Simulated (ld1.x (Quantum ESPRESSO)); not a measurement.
# What one change does to a pseudopotential (Cd (Z = 48), TM)

cadmium, norm-conserving Troullier–Martins (Kleinman–Bylander form), made with ld1.x (Quantum ESPRESSO) 7.5 (Wu–Cohen, scalar-relativistic). Core [Ar] 3d10 4s2, reference 4p6 4d10 5s2 5p0. Waves: 5s (bound): rc 2.45 bohr; 4p (bound): rc 1.60 bohr; 4d (bound): rc 1.50 bohr. Local part: all-electron potential smoothed inside 1.75 bohr (lloc = -1). Core correction: a·sin(br)/r model core inside 1.35 bohr.

Change: local potential all-electron potential smoothed inside 1.65 bohr (lloc = -1).

Cutoffs: the cutoffs (Ry, on a coarse ladder) from which the occupation-weighted sum of valence levels, in a spherical-Bessel basis at the reference potential, stays within 10 and 1 mRy of its value at 400 Ry; they do not see the model core or the augmentation charge, which bear on the density cutoff. Errors are all-electron minus pseudo energies relative to the spin-unpolarised reference configuration.

Q: What does the change do?

A: The potential gets neither clearly harder nor softer (80 Ry and 120 Ry → 80 Ry and 120 Ry); both files keep a bound ghost (s); of the 7 tests that both files solve, the error grows in 1 and shrinks in 3 by more than 15 % and 0.3 meV (median size 37.2 → 21.8 meV); the range in which the d phases agree widens (upper end 1.7 → at the end of the scan).

| quantity | base | changed |
| --- | --- | --- |
| cutoff, loose | 80 Ry | 80 Ry |
| cutoff, tight | 120 Ry | 120 Ry |
| bound ghosts | s | s |
| error for 4p6 4d10 5s1 5p0, meV [ΔE 9.31 eV] | -7.1 | -6.5 |
| error for 4p6 4d10 5s0 5p0, meV [ΔE 26.40 eV] | -37 | -37 |
| error for 4p6 4d9 5s0 5p0, meV [ΔE 64.43 eV] | -2.6 | +0.6 |
| error for 4p6 4d10 5s0 5p2, meV [ΔE 9.83 eV] | -65 | +22 |
| error for 4p6 4d10 5s0 5p1, meV [ΔE 15.20 eV] | -58 | +7.0 |
| error for 4p6 4d8 5s0 5p0, meV [ΔE 118.50 eV] | +5.9 | +22 |
| error for 4p5 4d10 5s2 5p0, meV [ΔE 74.17 eV] | -220 | -190 |
| s: phases at 2.65 bohr within 0.05 rad from the reference energy up to (Ry; the scan ends near 5) | 3.6 | 3.3 |
| p: phases at 2.65 bohr within 0.05 rad from the reference energy up to (Ry; the scan ends near 5) | to the end of the scan | to the end of the scan |
| d: phases at 2.65 bohr within 0.05 rad from the reference energy up to (Ry; the scan ends near 5) | 1.7 | to the end of the scan |

 A true bound ghost makes a file unfit for plane-wave use even where its test errors are small: the radial tests pick states by their node count and pass the ghost by.
